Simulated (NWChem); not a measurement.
Species: In cation, singlet

Results from NWChem. Medium grid unless said otherwise, to which SCAN and Minnesota functionals are sensitive. Low-valent species are run as closed-shell singlets; no triplet was tried in these runs. def2 effective core potentials on In; no spin-orbit coupling.

**Question.** Order these by “orbital gap (eV)”, lowest first: CAM-B3LYP/def2-TZVP; LRC-wPBEh/def2-TZVP; M06/def2-TZVP; BLYP/def2-TZVP; LC-wPBE (HJS exchange hole, range parameter 0.4 per bohr)/def2-TZVP.

**Answer.** BLYP/def2-TZVP (6.53), M06/def2-TZVP (8.20), CAM-B3LYP/def2-TZVP (10.40), LRC-wPBEh/def2-TZVP (11.59), LC-wPBE (HJS exchange hole, range parameter 0.4 per bohr)/def2-TZVP (12.65)
